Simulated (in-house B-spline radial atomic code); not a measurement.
Ne IV (Ne3+) is squeezed into an impenetrable sphere of radius R (the orbitals vanish at R). Computed with a B-spline radial code for spherical atoms: non-relativistic PBE, spin-polarised, spherical fractional occupations, point nucleus.

Energies in eV above the free ion in [He] 2s2 2p3:

| R (bohr) | highest level (eV) | [He] 2s2 2p3 | [He] 2s1 2p4 | -dE/dV in [He] 2s2 2p3 (GPa) |
| --- | --- | --- | --- | --- |
| 7.02 | -83.7 | 0 | 22.73 | 1.43e-08 |
| 6.65 | -83.7 | 0 | 22.73 | 7.43e-08 |
| 5.29 | -83.7 | 0 | 22.73 | 5.31e-05 |
| 3.92 | -83.7 | 0.001835 | 22.73 | 0.0457 |
| 3.55 | -83.7 | 0.009402 | 22.74 | 0.281 |
| 3.16 | -83.7 | 0.05123 | 22.8 | 1.9 |
| 2.4 | -82.7 | 1.248 | 24.18 | 76.1 |
| 2.34 | -82.4 | 1.593 | 24.57 | 102 |
| 1.83 | -76.9 | 12.18 | 35.64 | 1230 |
| 1.33 | -51.8 | 85.46 | 107.4 | 16300 |

Question: Does [He] 2s1 2p4 fall below [He] 2s2 2p3 under compression?

Answer: No, it stays above over the whole range.
